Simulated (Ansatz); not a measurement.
Breaking the Al1–F4 bond in AlFH2 (SMILES [F][AlH2]) (multiplicity 1 held, fragments rigid). Energies count from the point at 1.655 Å.
Geometry at that point (charge 0, multiplicity 1):
```xyz
4

Al    -0.2467    -0.4788     0.1584
H      0.4707    -1.3122     1.2788
H     -1.5894    -0.8593    -0.5605
F      0.4806     0.9329    -0.3086
```

Signs of static correlation in cc-pV(D+d)Z, with CASSCF(6,4), from Ansatz (a first-principles code) runs.

```tsv
R (Å)	T1 of restricted CCSD	⟨S²⟩ of UHF	largest double amplitude of restricted CCSD	weight of the CASSCF reference in MRCISD	CASSCF natural occupations
1.324	0.010	0.000	0.047	0.937	2.00 2.00 1.99 0.01
1.490	0.012	0.000	0.048	0.935	2.00 2.00 1.99 0.01
1.655	0.014	0.000	0.048	0.933	2.00 2.00 1.99 0.01
1.821	0.016	0.000	0.046	0.932	2.00 2.00 1.98 0.02
1.986	0.018	0.000	0.044	0.931	2.00 2.00 1.98 0.02
2.235	0.023	0.000	0.048	0.930	2.00 2.00 1.96 0.04
2.483	0.029	0.000	(withheld)	0.929	2.00 2.00 1.94 0.06
2.897	0.046	0.749	0.147	0.931	2.00 2.00 1.81 0.19
3.311	0.079	0.933	(withheld)	0.934	2.00 2.00 1.57 0.43
3.807	0.139	0.987	0.530	0.935	2.00 2.00 1.31 0.69
4.470	0.218	1.002	1.039	0.936	2.00 2.00 1.12 0.88
5.297	0.265	1.005	1.470	0.936	2.00 2.00 1.04 0.96
```

Question: Complete the blanks.

Answer: 
- 2.483, largest double amplitude of restricted CCSD: 0.078
- 3.311, largest double amplitude of restricted CCSD: 0.263

Doubts at one or more of the structures used: active orbitals that take no part (SC-NEVPT2 on CASSCF(6,4)/cc-pV(D+d)Z); a restricted determinant that unrestricted orbitals would lower (R-CCSD(T)/cc-pV(D+d)Z); T1 above 0.05 (R-CCSD(T)/cc-pV(D+d)Z, U-CCSD(T)/cc-pV(D+d)Z); other coupled-cluster roots lie near (R-CCSD(T)/cc-pV(D+d)Z); a spin-contaminated determinant (U-CCSD(T)/cc-pV(D+d)Z).
